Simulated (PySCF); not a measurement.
Vertical excitations of a molecule C2H8O2Si from TDA-B3LYP/def2-SVPD run with PySCF, as energy in eV (oscillator strength): 6.83 (0.055), 7.36 (0.043), 7.78 (0.007), 8.04 (0.047), 8.14 (0.028), 8.31 (0.053), 8.40 (0.009), 8.53 (0.009), 8.80 (0.006), 9.01 (0.003). Lowest triplet (TDA): 6.64 eV. Geometry: B3LYP-D3(BJ)/def2-SVP. Other conformers were not sampled.

Task: Pick the molecule that these values belong to.
A. C[Si](C)(O)O
B. CO[SiH2]OC
C. OC[SiH2]CO
D. OC[C@@H](O)[SiH3]

Result: A, C[Si](C)(O)O
